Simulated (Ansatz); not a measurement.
A run on C3H7AlO, SMILES `C=[CH][Al]([CH3])[OH]` with other settings.

```yaml
crystal:
  periodic: [false, false, false]
  atoms:
    - {symbol: C, position_ang: [-1.600481, 0.576751, 1.250424]}
    - {symbol: C, position_ang: [-0.595044, 1.275345, 0.633565]}
    - {symbol: Al, position_ang: [0.683074, 0.237421, -0.447422]}
    - {symbol: C, position_ang: [0.495163, -1.702836, -0.626574]}
    - {symbol: O, position_ang: [2.012186, 1.020887, -1.272228]}
    - {symbol: H, position_ang: [-1.703703, -0.488320, 1.146535]}
    - {symbol: H, position_ang: [-2.269845, 1.114696, 1.872609]}
    - {symbol: H, position_ang: [-0.534142, 2.276758, 0.809156]}
    - {symbol: H, position_ang: [0.531723, -2.212955, 0.276626]}
    - {symbol: H, position_ang: [1.390478, -2.105138, -1.269881]}
    - {symbol: H, position_ang: [-0.411076, -1.996380, -1.170325]}
    - {symbol: H, position_ang: [2.109147, 1.937030, -1.235099]}
basis:
  gaussian: {orbitals: def2-TZVPP}
magnetization: {spin_polarized: true, initial_magnetization: 2}
hamiltonian: {xc: {name: B97}}
output: {forces: true}
```

```sh
$ ansatz run in.yaml --threads 4 --pin off --events-out ev --progress --plain --max-ram 10444MiB
```

Output, abridged:

```
Functional definition: B97
1392 factors; their error is unknown
mean field evaluation 1: about -11846.8619 eV, gradient 6.5e1 eV
mean field evaluation 2: about -11814.3231 eV, gradient 9.9e1 eV
mean field evaluation 4: about -11863.5849 eV, gradient 1.9e1 eV
mean field evaluation 8: about -11865.8385 eV, gradient 3.1e-1 eV
mean field evaluation 16: about -11865.8419 eV, gradient 2.2e-2 eV
mean field -11865.84195332 eV, -436.0616488281 hartree, gradient 1.7e-5 eV, S^2 2.005897; 2 other end points of the search recorded, 0 dependent functions left out
reference -11865.84198674 eV, -436.0616500560 hartree; 24, 22 occupied and 240, 242 virtual orbitals, 1392 factors
Total energy: -11865.84198674 eV, -436.0616500560 hartree
Atom 0 at    -1.600481     0.576751     1.250424 Å, force    -4.524666    -2.748962     2.765039 eV/Å
Atom 1 at    -0.595044     1.275345     0.633565 Å, force     5.428408    -0.309128    -4.072500 eV/Å
Atom 2 at     0.683074     0.237421    -0.447422 Å, force     0.549545     0.871454    -0.270445 eV/Å
Atom 3 at     0.495163    -1.702836    -0.626574 Å, force     1.566788     0.366936    -3.047871 eV/Å
Atom 4 at     2.012186     1.020887    -1.272228 Å, force    -0.828033    -2.444804     0.262928 eV/Å
Atom 5 at    -1.703703    -0.488320     1.146535 Å, force    -0.221947    -0.273516     0.121372 eV/Å
Atom 6 at    -2.269845     1.114696     1.872609 Å, force    -0.894976    -0.003742     0.695008 eV/Å
Atom 7 at    -0.534142     2.276758     0.809156 Å, force     0.193630     2.798965     0.431610 eV/Å
Atom 8 at     0.531723    -2.212955     0.276626 Å, force    -0.038177    -1.060622     1.848408 eV/Å
Atom 9 at     1.390478    -2.105138    -1.269881 Å, force    -1.499785     0.711861     1.079888 eV/Å
Atom 10 at    -0.411076    -1.996380    -1.170325 Å, force     0.006427     0.014960     0.119252 eV/Å
Atom 11 at     2.109147     1.937030    -1.235099 Å, force     0.262785     2.076600     0.067311 eV/Å
Dipole moment:    -0.280204     0.183411     0.231679 e Å
```

It took 15 s on 4 threads of an AMD EPYC 7B13 on a shared host, with 1 GiB of host memory at the peak.
